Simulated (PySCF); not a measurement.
C3H5BN2, SMILES N1C=CB(N)C=1. Atoms are numbered in the order given.

```xyz
11

N     -0.0098    -2.1637     0.0000
B     -0.0379    -0.7691     0.0000
C     -1.2513     0.2295     0.0000
C     -0.6582     1.4513     0.0000
N      0.7991     1.4727     0.0000
C      1.2167     0.2439     0.0000
H      0.8567    -2.7041     0.0000
H     -0.8512    -2.7428     0.0000
H     -2.3407     0.0857     0.0000
H     -1.1539     2.4367     0.0000
H      2.3096     0.0590     0.0000
```
Charge 0, spin multiplicity 1.

The structure is a stationary point at PBE-D3(BJ)/def2-SVP. The structure was generated by enumeration, and PubChem lists no compound with its InChIKey, so it may never have been made. Other conformers were not sampled.

Method: PySCF with PBE/pcSseg-1.

GIAO shieldings, no solvent; atoms listed in one row are averaged. δ = σ(ref) − σ: ¹⁵N against NH3 (σ = 267.0 ppm); ¹¹B against BF3 (σ = 83.9 ppm); ¹³C against TMS (σ = 182.0 ppm); ¹H against TMS (σ = 31.49 ppm), references at their B3LYP-D3(BJ)/def2-TZVP geometries, non-relativistic.

Computed chemical shifts:
| nucleus | atoms | count | δ (ppm) |
|---|---|---|---|
| ¹⁵N | N5 | 1 | 468.3 |
| ¹⁵N | N1 | 1 | 115.4 |
| ¹¹B | B2 | 1 | 22.3 |
| ¹³C | C6 | 1 | 189.8 |
| ¹³C | C4 | 1 | 179.6 |
| ¹³C | C3 | 1 | 117.8 |
| ¹H | H11 | 1 | 8.64 |
| ¹H | H10 | 1 | 8.21 |
| ¹H | H9 | 1 | 5.51 |
| ¹H | H8 | 1 | 4.89 |
| ¹H | H7 | 1 | 4.72 |
